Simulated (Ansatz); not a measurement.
Relaxation of FH₃OSSi (7 atoms, charge 0, multiplicity 1), to a largest force component of 0.015 eV/Å in at most 40 steps.

These are results of RKS PBE/def2-SVP (Ansatz 0.2.0), not measurements.

```xyz
7
Properties=species:S:1:pos:R:3
F -1.059 -1.644 -0.843
Si -0.039 -0.416 -0.898
O -0.191 0.101 0.636
S -1.135 -0.435 1.895
H 1.289 -0.940 -1.157
H -0.554 0.559 -1.840
H -0.791 0.580 2.702
```

Q: Where does it end, and by what steps?

A: The run converged. After 11 steps the energy has fallen by 0.457 eV; O3 moved furthest, 0.81 Å.

```csv
step,energy less start (eV),largest force component (eV/Å),accepted
0,0.0000,1.571,yes
1,-0.2001,0.843,yes
2,-0.2648,0.246,yes
3,-0.2905,0.311,yes
4,-0.3335,0.399,yes
5,-0.3815,0.545,yes
6,-0.4369,0.164,yes
7,-0.4509,0.128,yes
8,-0.4536,0.126,yes
9,-0.4558,0.061,yes
10,-0.4566,0.062,yes
11,-0.4567,0.013,yes
```

```xyz
7
Properties=species:S:1:pos:R:3
F -0.986 -1.826 -1.233
Si -0.076 -0.554 -0.763
O 0.160 -0.574 0.907
S -1.205 -0.256 1.895
H 1.299 -0.715 -1.324
H -0.792 0.690 -1.190
H -0.881 1.039 2.205
```

Whether the end is a true minimum wasn't checked by a vibrational analysis.

The run took 26 s on 1 CPU thread of a shared host.
